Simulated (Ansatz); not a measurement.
Input for Ansatz (a quantum-chemistry and plane-wave program): R-BLYP/def2-TZVPP on H4O2Si (SMILES O[SiH2]O), a point of a torsion scan.

Ansatz 0.2 input:
```yaml
crystal:
  periodic: [false, false, false]
  atoms:
    - {symbol: O, position_ang: [-1.41571953, 0.53073247, 0.27159943]}
    - {symbol: Si, position_ang: [-0.11791796, -0.40828281, 0.04576105]}
    - {symbol: O, position_ang: [1.02663371, 0.58430014, -0.56714111]}
    - {symbol: H, position_ang: [-1.36323761, 1.45521051, 0.04376208]}
    - {symbol: H, position_ang: [-0.45574924, -1.45122459, -0.91704938]}
    - {symbol: H, position_ang: [0.30686192, -0.93911292, 1.33672685]}
    - {symbol: H, position_ang: [1.88968937, 0.24828856, -0.78317054]}
basis:
  gaussian:
    orbitals: def2-TZVPP
hamiltonian:
  xc: {name: BLYP}
scf: {lower_state_search: off}
```

It printed:

```
WARN ansatz: RAYON_NUM_THREADS=1 ignored (pool sized by the plan → 1); use --threads N
Functional definition: BLYP
these checks for a lower state are left out or cut short: stability, starts, cluster_reference, orbital_swaps, neighbouring_geometries, increment
integrals: 0.06 GiB planned
826 factors; their error is unknown
mean field: 0.49 GiB planned
mean field evaluation 1: about -12028.2930 eV, gradient 8.9e1 eV
mean field evaluation 2: about -11973.8246 eV, gradient 1.9e2 eV
mean field evaluation 4: about -12040.5732 eV, gradient 4.9e0 eV
mean field evaluation 8: about -12040.6311 eV, gradient 1.4e-1 eV
mean field evaluation 16: about -12040.6132 eV, gradient 2.0e-5 eV
mean field -12040.61319790 eV, -442.4843736023 hartree, gradient 4.2e-6 eV, S^2 0.000000; 0 other end points of the search recorded, 0 dependent functions left out
reference -12040.61348926 eV, -442.4843843094 hartree; 17, 17 occupied and 143, 143 virtual orbitals, 826 factors
Total energy: -12040.61348926 eV, -442.4843843094 hartree
Checks for a lower state left out: stability, starts, cluster_reference, orbital_swaps, neighbouring_geometries, increment
```

The calculation finished and met its thresholds.

Cost: around 1.8 core-seconds (rough).
